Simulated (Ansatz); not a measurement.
**Worked example: C3H4O + B(CH3)(GeH3) → C3H3O + BH(CH3)(GeH3)**

Gas-phase species: C3H4O (propargyl alcohol) `C#CCO`, singlet; B(CH3)(GeH3), doublet; C3H3O `C#CC[O]`, doublet; BH(CH3)(GeH3), singlet. A radical takes H: the energy is the difference in strength between the O–H bond broken and the B–H bond made.

Shapes, held fixed at every level: PBE0-D4/def2-TZVP. Flexible molecules stand in one conformer, not always the lowest. Programs: Ansatz 0.2.0. The zero-point and thermal change to 298 K, harmonic and unscaled (PBE0-D4/def2-TZVP), is -12.1 kJ/mol.

At CCSD(T)/def2-TZVPP; 1 Eh = 2625.50 kJ/mol:

```
      species   energy (Eh)
        C3H4O   -191.556847
 B(CH3)(GeH3)  -2141.934080
        C3H3O   -190.877567
BH(CH3)(GeH3)  -2142.601356
```

**Question.** Work out ΔH(298 K) of the reaction at this level.

**Answer.** 
1. Products less reactants: (-190.877567) + (-2142.601356) − [(-191.556847) + (-2141.934080)] = 0.012004 Eh = +31.5 kJ/mol.
2. With the thermal change: +31.5 + (-12.1) = +19.4 kJ/mol.

Other levels give -33.6 (HF/def2-SVP) to +31.5 kJ/mol (SPW92/def2-TZVPP). No measured value is set beside it here. Open shells run unrestricted. Relativity is left out for Ge. Outer-core shells of Ge are correlated, in sets that cover them unevenly. The levels disagree on the sign, so it isn't settled.
